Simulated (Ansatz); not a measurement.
Gas-phase electronic energies from Ansatz, PBE0-D4/def2-TZVP geometries. CCSD(T)/CBS adds triple-zeta CCSD(T) − MP2 to the extrapolated MP2 energy (def2 sets, frozen cores). This one scheme is used for every species. Functionals use def2-TZVPP. One conformer a species, not always the lowest.

`O[SiH](F)S[SiH2]F` + `N[SiH](O)F` → `O[SiH](F)N[SiH2]F` + `O[SiH](F)S`  (ligand exchange at the Si–S bond)

| level | ΔE (kJ/mol) |
| --- | --- |
| r2SCAN | 2.2 |
| HF/def2-TZVPP | -15.4 |
| CCSD(T)/def2-TZVPP | -6.6 |
| MP2/CBS(def2) | 0.3 |

What does CCSD(T)/CBS give? (An estimate is asked.)

Computed: -3.4 kJ/mol. The listed levels differ from it by 5.6, -12.0, -3.2, 3.7 kJ/mol.

Largest T1 diagnostic among the species: 0.012.

The D4 term adds +5.1 kJ/mol with B3LYP and +2.6 kJ/mol with PBE0; it sums over pairs of atoms, weighted by their polarisabilities, and B3LYP, whose exchange is more repulsive, gets the larger term. In def2-TZVPP, CCSD(T) changes the Hartree–Fock value by +8.8 kJ/mol (the triples alone add +2.5 kJ/mol) and MP2 by +12.5 kJ/mol.

CCSD(T)/CBS has its own doubt, a few kJ/mol and more with outer-core shells, so smaller differences from it don't rank the levels.

B3LYP here is the variant with VWN-RPA as its local correlation; programs differ in this.
